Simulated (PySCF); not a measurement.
ISn, charge +1, singlet, geometry from GFN2-xTB (such geometries of metal compounds can be far from the true shape) (all electrons, no relativity); HF/3-21G run with PySCF.

PySCF was given this input:
```python
from pyscf import gto, scf

mol = gto.Mole()
mol.atom = '''
    Sn   -0.00000000   -0.00000000   -1.37674874
    I     0.00000000    0.00000000    1.29881957
'''
mol.basis = '3-21g'
mol.charge = 1
mol.verbose = 4
mol.build()

mf = scf.RHF(mol)
mf.kernel()
```

Output, abridged:

```
PySCF version 2.14.0

[INPUT] verbose = 4
[INPUT] num. atoms = 2
[INPUT] num. electrons = 102
[INPUT] charge = 1
[INPUT] spin (= nelec alpha-beta = 2S) = 0
[INPUT] symmetry False subgroup None
[INPUT] Mole.unit = angstrom
[INPUT] Symbol           X                Y                Z      unit          X                Y                Z       unit  Magmom
[INPUT]  1 Sn     0.000000000000   0.000000000000  -1.376748740000 AA    0.000000000000   0.000000000000  -2.601678060940 Bohr   0.0
[INPUT]  2 I      0.000000000000   0.000000000000   1.298819570000 AA    0.000000000000   0.000000000000   2.454413272525 Bohr   0.0

nuclear repulsion = 524.120278931694
number of shells = 26
number of NR pGTOs = 162
number of NR cGTOs = 62
basis = 3-21g
ecp = {}

******** <class 'pyscf.scf.hf.RHF'> ********
method = RHF
initial guess = minao
damping factor = 0
level_shift factor = 0
DIIS = <class 'pyscf.scf.diis.CDIIS'>
diis_start_cycle = 1
diis_space = 8
diis_damp = 0
SCF conv_tol = 1e-09
SCF conv_tol_grad = None
SCF max_cycles = 50
direct_scf = True
direct_scf_tol = 1e-13
Set gradient conv threshold to 3.16228e-05
Initial guess from minao.
init E= -12852.6964800476
  HOMO = -0.351265842191968  LUMO = -0.0996605924210802  gap/eV = 6.84653
cycle= 1 E= -12883.3279322497  delta_E= -30.6  |g|= 0.277  |ddm|= 1.77
  HOMO = -0.516786930198547  LUMO = -0.272384734542519  gap/eV = 6.65052
cycle= 2 E= -12883.3606580694  delta_E= -0.0327  |g|= 0.159  |ddm|= 1.06
  HOMO = -0.569832052692646  LUMO = -0.237036239804418  gap/eV = 9.05584
cycle= 3 E= -12883.3737039404  delta_E= -0.013  |g|= 0.0183  |ddm|= 0.383
  HOMO = -0.5656100075485  LUMO = -0.232005107548121  gap/eV = 9.07785
cycle= 4 E= -12883.3739697625  delta_E= -0.000266  |g|= 0.00504  |ddm|= 0.0565
  HOMO = -0.565277166790104  LUMO = -0.231927960110474  gap/eV = 9.07089
cycle= 5 E= -12883.3740236932  delta_E= -5.39e-05  |g|= 0.0018  |ddm|= 0.0288
  HOMO = -0.565044756945721  LUMO = -0.231918564388406  gap/eV = 9.06483
cycle= 6 E= -12883.3740315162  delta_E= -7.82e-06  |g|= 0.000226  |ddm|= 0.0148
  HOMO = -0.564973386765244  LUMO = -0.231908921024417  gap/eV = 9.06315
cycle= 7 E= -12883.3740316038  delta_E= -8.76e-08  |g|= 1.28e-05  |ddm|= 0.00181
  HOMO = -0.564972806153649  LUMO = -0.23190864815956  gap/eV = 9.06314
cycle= 8 E= -12883.3740316039  delta_E= -1.04e-10  |g|= 1.51e-06  |ddm|= 4.29e-05
  HOMO = -0.564972347707907  LUMO = -0.231908360600479  gap/eV = 9.06313
Extra cycle  E= -12883.3740316039  delta_E= 3.09e-11  |g|= 4.74e-07  |ddm|= 4.53e-06
converged SCF energy = -12883.3740316039
```
